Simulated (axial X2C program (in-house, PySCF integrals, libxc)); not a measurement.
# Spin–orbit effects down a group: molecules with Na (ions), CCSD(T)

Calculated with an in-house all-electron X2C program for linear molecules (integrals from PySCF), spin-free (one-electron X2C) or two-component (2c: spin–orbit coupling with atomic mean-field Coulomb and Gaunt terms, which also bring small scalar terms), in Dyall basis sets with cores contracted in-house; open shells are unrestricted.

Basis sets: Al dyall-v3z, B dyall-v3z, Ga dyall-cv3z, In dyall-cv3z, Na dyall-cv3z. Frozen shells (counts by l): NaB⁺ Na 1s, B 1s, 11 electrons correlated; NaAl⁺ Al 2s1p, Na 1s, 11 electrons correlated; NaGa⁺ Ga 3s2p1d, Na 2s1p, 3 electrons correlated; NaIn⁺ In 4s3p2d, Na 2s1p, 3 electrons correlated. Coupled cluster in natural virtuals with an MP2 remainder. Where the outer core of a metal is frozen, bonds come out longer and ionisation energies lower. Frozen cores can differ along the series, which adds to the trend.

```
molecule   spin-free state  Re (Å)  ωe (cm⁻¹)  De (eV)  2c state  Re 2c (Å)  ωe 2c (cm⁻¹)  De 2c (eV)
    NaB⁺  M_S = 1/2, Λ = 0   2.854      208.3     0.55   Ω = 1/2      2.854         208.3        0.55
   NaAl⁺  M_S = 1/2, Λ = 0   3.346      141.0     0.88   Ω = 1/2      3.346         141.0        0.88
   NaGa⁺  M_S = 1/2, Λ = 0   3.409      112.3     0.83   Ω = 1/2      3.409         112.2         n/a
   NaIn⁺  M_S = 1/2, Λ = 0   3.558      103.3     0.92   Ω = 1/2      3.553         103.0         n/a
```

Fragments in 2c: Na+ + B, Al + Na+, Ga + Na+, In + Na+. Each entry is the lowest single determinant of a limited PBE0 search at one distance. De goes to single-determinant-based atoms at the same level (for ions the charge split of lowest energy) and is withheld (n/a) where an atom does not fit its ground term or J level. Main or longest-lived isotopes. Some light 2c atoms are not at their ground J level, so De misses part of their lowering (0.04 eV or less).
